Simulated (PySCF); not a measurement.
C4H4OSe, SMILES c1cocc1[SeH].

The structure is a stationary point at PBE-D3(BJ)/def2-SVP. The values are those of a single conformer.

Vertical ionisation energy (IE) and electron affinity (EA) in eV. Rows of orbital energies are one-electron estimates. Where ΔSCF, EOM or ADC give a negative EA the extra electron is unbound and the value depends on the basis.

```tsv
level	IE	EA
−ε(HOMO), −ε(LUMO), M06-2X/def2-TZVP (PySCF)	[?]	[?]
−ε(HOMO), −ε(LUMO), PBE/def2-TZVP (PySCF)	5.54	1.17
```

Problem. What belongs in the gaps? (Estimate from the structure and the level; the computed values follow.)

Solution. 
- −ε(HOMO), −ε(LUMO), M06-2X/def2-TZVP (PySCF), IE: 7.77
- −ε(HOMO), −ε(LUMO), M06-2X/def2-TZVP (PySCF), EA: -0.67
